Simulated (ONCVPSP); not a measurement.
**Cutoff test, gallium (Ga), ONCV**

Ga, optimised norm-conserving Vanderbilt (ONCV), made with ONCVPSP 4.0.1 (PBE, scalar-relativistic). Core [Ne], reference 3s2 3p6 3d10 4s2 4p1. Waves: 3s+4s: rc 1.05 bohr, ncon 4, nbas 8, qcut 11.6 1/bohr, 3 projectors, debl 3.8 Ha; 3p+4p: rc 1.20 bohr, ncon 4, nbas 9, qcut 10.3 1/bohr, 3 projectors, debl 1.2 Ha; 3d: rc 1.40 bohr, ncon 3, nbas 8, qcut 11 1/bohr, 3 projectors, debl 0.6 Ha; f scattering state at 0.37 Ha: rc 1.30 bohr, ncon 4, nbas 8, qcut 9.6 1/bohr, 2 projectors, debl 1.4 Ha. Local part: polynomial inside 0.70 bohr (lpopt 4, dvloc0 0 Ha). Core correction: none.

In the d channel the program set the typed energies aside and used -0.704, 0.250, 0.850 Ha.

Task: For each optimised wave give the share of its norm inside rc, the residual kinetic energy above qcut (Ha) and the cutoffs (Ha) for errors of 10, 1, 0.1 and 0.01 mHa per electron.

Result:

```csv
wave,norm inside rc,residual KE,10 mHa,1 mHa,0.1 mHa,0.01 mHa
3s,0.933,6.0e-06,37.2,49.2,57.9,65.3
4s,0.040,4.3e-06,21.2,43.0,55.2,64.0
s projector 3,0.040,1.3e-05,29.3,47.5,59.1,69.0
3p,0.952,3.2e-05,36.4,44.0,49.9,98.9
4p,0.022,4.1e-06,24.7,35.5,44.0,50.7
p projector 3,0.048,1.2e-05,29.1,39.3,47.1,53.9
3d,0.900,6.9e-06,42.7,49.5,54.7,59.7
d projector 2,0.022,9.5e-07,32.1,42.1,49.8,55.6
d projector 3,0.036,3.4e-06,36.2,45.4,52.6,58.2
f projector 1,0.000,2.2e-08,1.1,2.6,8.0,19.6
f projector 2,0.023,5.2e-06,10.5,23.2,35.0,43.9
```

The occupied waves need 50 Ha and 58 Ha for 1 and 0.1 mHa. Rows with under 1 % of the norm inside rc give no meaningful cutoff. 1 of 4 tests not solved or not reliable.
